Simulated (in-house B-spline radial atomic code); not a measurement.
A fraction x of an electron is removed from 3p in the chromium ion Cr⁺, starting from [Ar] 3d5 and keeping the highest spin. Method: non-relativistic revTPSS, spin-polarised, spherical fractional occupations, point nucleus. Calculated with an all-electron radial atomic-structure program (B-spline basis).

```tsv
x	E(x) - E(0) (eV)	3p down level (eV)
0	0.0000	-48.823
0.03	1.4700	-49.178
0.21	10.5195	-51.397
0.35	17.8419	-53.222
0.47	?	?
0.5	25.9770	-55.261
0.51	26.5303	-55.399
0.72	38.4756	-58.388
0.87	47.3990	-60.602
0.93	?	?
1	55.4046	-62.568
```

(1) What belongs in the row x = 0.47?

(2) What belongs in the row x = 0.93?

(3) Check Janak's theorem between x = 0.03 and 0.21.

Answers

(1) An energy change of 24.3254 eV; 3p down at -54.846 eV.

(2) An energy change of 51.0621 eV; 3p down at -61.504 eV.

(3) The slope of the energy is 50.28 eV; the orbital levels give 50.29 eV (-ε of the emptying orbital, averaged over the two points).
